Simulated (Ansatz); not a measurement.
A structure drawn as `O=COC[SiH3]`, with this starting geometry:

```xyz
11

O     0.870    1.196   -1.727
C     0.928    0.017   -1.769
O     0.796   -0.813   -0.705
C     0.572   -0.286    0.542
Si   -1.238    0.104    1.032
H     1.129   -0.572   -2.693
H     0.975   -0.926    1.300
H     1.140    0.665    0.638
H    -1.878    1.031   -0.001
H    -1.984   -1.155    1.027
H    -1.309    0.741    2.356
```

Charge 0, multiplicity 1.

**Question.** Does it keep its bonds when Ansatz relaxes it at PBE-D4/def2-SVP and then PBE0-D4/def2-TZVP?

**Answer.** Yes, every drawn bond is still there and no new one forms.

**Question.** Give the relaxed structure. (Estimate.)

**Answer.** Computed: 
Z-matrix (Å, degrees):
```
C
Si 1 1.895
O 1 1.439 2 111.6
H 1 1.092 2 110.6 3 122.3
H 1 1.091 2 110.6 3 -117.2
H 2 1.483 1 110.2 3 -58.0
H 2 1.487 1 107.9 3 -178.4
H 2 1.485 1 109.5 3 62.5
C 3 1.331 1 116.3 2 92.3
O 9 1.196 3 126.1 1 0.2
H 9 1.099 3 108.9 1 180.0
```
No frequency check was run.

Atoms count as bonded under 1.1 times the sum of their covalent radii (H–H under 0.85 Å, pairs among N, O and F under 1.55 Å), and a drawn bond as lost past 1.3 times.
